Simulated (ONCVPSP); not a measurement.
## Configuration tests for niobium (ONCV)

ONCVPSP 4.0.1 input, shortened (lines: element, Z, core and valence counts, functional; n l f; lmax; l rc ep ncon nbas qcut; lloc lpopt rc5 dvloc0; l nproj debl; icmod fcfact rcfact), PBE, scalar-relativistic:

```
  Nb 41.00    6    4        4      upf
    1    0    2.00
    2    0    2.00
    2    1    6.00
    3    0    2.00
    3    1    6.00
    3    2   10.00
    4    0    2.00
    4    1    6.00
    4    2    4.00
    5    0    1.00
    2
    0    2.06    0.00    3    8    7.00
    1    1.34    0.00    4    9    6.30
    2    2.06    0.00    3    6    5.30
    4    4    1.28    1.00
    0    2    1.90
    1    2    3.30
    2    2    0.40
    3    3.25    1.45
```

Energies are relative to the spin-unpolarised reference configuration 4s2 4p6 4d4 5s1; without spin polarisation the order of configurations can differ from experiment. Not all tests gave a result: 1 of 4 tests not solved or not reliable.

| valence configuration | charge | ΔE all-electron (eV) | error AE − PS (meV) |
| --- | --- | --- | --- |
| 4s2 4p6 4d4 5s0 | +1 | 6.637 | -1.9 |
| 4s2 4p6 4d3 5s0 | +2 | 20.678 | -2.1 |
| 4s2 4p6 4d4 5s0.5 | +0.5 | 2.638 | -0.7 |

Levels in the configuration 4s2 4p6 4d4 5s0:

```json
{"level": "4s", "all-electron (eV)": "-64.808", "pseudo (eV)": "-64.849"}
{"level": "4p", "all-electron (eV)": "-40.971", "pseudo (eV)": "-40.988"}
{"level": "4d", "all-electron (eV)": "-9.309", "pseudo (eV)": "-9.311"}
```
